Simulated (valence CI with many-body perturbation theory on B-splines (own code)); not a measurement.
**Te11+: one-electron terms**

Level of theory: relativistic CI+MBPT: five valence electrons over a frozen Dirac-Fock core [Kr], a basis of 7 s, 7 p, 8 d, 6 f, 4 g, 1 h functions for each j, with the one-electron correlation potential Σ1 (screened to all orders), the two-electron term Σ2, the three-electron term Σ3, Breit, model QED; selected single and double excitations, second order for the rest, scaled by the run's own slope (own B-spline code, finite nucleus).

No measured levels were compared; by estimate terms of the open shell hold to 2 to 4 % of their energy, and close levels can change places. Among the levels kept, up to 1200 cm⁻¹ of a level comes from second order outside the variational space, and about a tenth of that is noise between levels of different J, which matters for small intervals. Excitations out of the core, of the other parity, are not computed and may begin above about 56.3 eV (a cautious bound); beyond it only levels of the ground parity were kept, without lifetimes.

These are the spectroscopic orbitals of the CI (the correlating ones are not listed), shaped by the core and the other valence electrons. h is the expectation value of the core's Dirac-Fock operator, without the valence repulsion; Σ1 is computed up to l = 3 at one energy for each symmetry, that of its lowest orbital but kept below the first core excitation, so for empty shells it is not the orbital's own correlation shift; Breit and QED include the response of the core.

| Orbital | h (hartree) | Σ1 (cm⁻¹) | Breit (cm⁻¹) | QED (cm⁻¹) | ⟨r⟩ (bohr) |
| --- | --- | --- | --- | --- | --- |
| 5s1/2 | -9.0231 | -8634 | 430 | 372 | 1.502 |
| 6s1/2 | -5.5134 | -2972 | 207 | 177 | 2.490 |
| 7s1/2 | -3.7299 | -1441 | 113 | 97.5 | 3.731 |
| 5p1/2 | -8.2926 | -7224 | 640 | -26.0 | 1.591 |
| 6p1/2 | -5.1495 | -2714 | 320 | -12.7 | 2.625 |
| 7p1/2 | -3.5224 | -1371 | 181 | -7.1 | 3.913 |
| 5p3/2 | -8.1383 | -6702 | 375 | 9.5 | 1.625 |
| 6p3/2 | -5.0747 | -2569 | 190 | 4.9 | 2.666 |
| 7p3/2 | -3.4801 | -1308 | 114 | 2.8 | 3.962 |
| 4d3/2 | -12.939 | -17260 | 612 | -160 | 0.8494 |
| 5d3/2 | -6.9376 | -5065 | 210 | -37.0 | 1.804 |
| 6d3/2 | -4.4678 | -2281 | 107 | -18.0 | 2.951 |
| 4d5/2 | -12.857 | -16913 | 155 | -116 | 0.8566 |
| 5d5/2 | -6.9075 | -5030 | 85.7 | -24.4 | 1.812 |
| 6d5/2 | -4.4526 | -2270 | 45.7 | -11.8 | 2.962 |
| 4f5/2 | -9.3493 | -26815 | -202 | -76.1 | 1.014 |
| 5f5/2 | -5.6086 | -6206 | -45.4 | -25.2 | 2.118 |
| 4f7/2 | -9.3404 | -25716 | -332 | -69.2 | 1.017 |
| 5f7/2 | -5.6042 | -6053 | -96.0 | -22.3 | 2.120 |
| 5g7/2 | -4.8933 |  | -10.0 | -2.2 | 2.219 |
| 5g9/2 | -4.8932 |  | -12.5 | -1.7 | 2.219 |

Among the shells of the start configuration 4d5, Σ1 is largest in size for 4d3/2, where it is 0.61 % of h.

Lowest root of each symmetry, sizes in configuration state functions:

```tsv
J	Parity	Roots	Reference	Variational	Second order	Change by selected CI (cm⁻¹)	Change by second order (cm⁻¹)
1/2	even	13	48	31911	1190659	-21061	-101
3/2	even	20	79	30551	2993926	-20645	-398
5/2	even	25	95	29722	3675872	-14217	-352
7/2	even	21	85	30591	4086048	-18107	-718
9/2	even	15	65	30337	4049228	-17782	-620
11/2	even	8	39	30082	3314255	-18015	-392
13/2	even	4	20	31460	2461086	-18302	-493
1/2	odd	16	96	31948	1588500	-10445	-312
3/2	odd	25	166	29162	3139598	-10049	-899
5/2	odd	33	200	27559	3761413	-10089	-1140
7/2	odd	37	198	27150	4184532	-9836	-1260
9/2	odd	33	160	26907	4092873	-9793	-1212
11/2	odd	27	114	27703	3346458	-10029	-976
13/2	odd	20	68	28361	2771416	-10322	-763
15/2	odd	13	34	28810	2422693	-10699	-512
17/2	odd	6	12	31725	1547413	-12604	-344
19/2	odd	2	4	32356	812335	-13176	-89
```
